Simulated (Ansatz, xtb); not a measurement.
# Relative energy of two isomers of C4H4ClF3

We compare X, `FC(F)(F)[C@@H]1C[C@H]1Cl`, a singlet, with Y, `FC(F)(F)C1(Cl)CC1`, a singlet. Both are isolated molecules in the gas phase, relaxed with PBE0-D3(BJ)/def2-SVP.

Quicker runs give these differences E(Y) − E(X): GFN2-xTB +5.71 kJ/mol; HF/STO-3G +5.93 kJ/mol (at GFN2-xTB geometries); r2SCAN-D4/def2-SVP +4.86 kJ/mol (at GFN2-xTB geometries).

Problem. Estimate E(Y) − E(X) at the level CCSD(T)/def2-SVP + ΔMP2/def2-TZVPP.

Solution. Not settled: CCSD(T)/def2-SVP + ΔMP2/def2-TZVPP gives E(Y) − E(X) = +6.03 kJ/mol, but this leans on the basis-set step: CCSD(T) alone gives +3.17 kJ/mol.

How the difference moves with the method:

| level | geometry | E(Y) − E(X) (kJ/mol) | departure from the last row (kJ/mol) | job, with rough time for the two |
| --- | --- | --- | --- | --- |
| GFN2-xTB | GFN2-xTB | +5.71 | −0.32 | optimisation, 0.13 s |
| HF/STO-3G | GFN2-xTB | +5.93 | −0.10 | single point, 0.5 s |
| r2SCAN-D4/def2-SVP | GFN2-xTB | +4.86 | −1.17 | single point, 4 s |
| PBE0-D3(BJ)/def2-SVP | PBE0-D3(BJ)/def2-SVP | +6.93 | +0.91 | optimisation, 29 s |
| HF/def2-SVP | PBE0-D3(BJ)/def2-SVP | +11.04 | +5.01 | part of the CCSD(T) run |
| MP2/def2-SVP | PBE0-D3(BJ)/def2-SVP | +2.59 | −3.44 | part of the CCSD(T) run |
| CCSD(T)/def2-SVP | PBE0-D3(BJ)/def2-SVP | +3.17 | −2.86 | single point |
| CCSD(T)/def2-SVP + ΔMP2/def2-TZVPP | PBE0-D3(BJ)/def2-SVP | +6.03 |  | single point, 56 s |

As drawn, both hold the same kinds of bond in the same numbers.

The largest departure from CCSD(T)/def2-SVP + ΔMP2/def2-TZVPP is that of HF/def2-SVP, 5.01 kJ/mol. The last row adds to CCSD(T) the change of the MP2 difference between the two basis sets, here +2.86 kJ/mol.

With thermal terms from frequencies at re-optimised GFN2-xTB minima (ideal gas, soft modes damped towards free rotors, one conformer each, 298.15 K, 1 atm): on the last row, ΔE + ΔZPE = +6.01, ΔH = +6.11, ΔG = +7.08 kJ/mol.

The correlated steps freeze 12 core orbitals. Mirror images aren't counted in ΔG. Run with Ansatz 0.2.0, xtb 6.7.1; the last row on 2 threads of Intel(R) Xeon(R) 6975P-C (Granite Rapids) on a shared host.
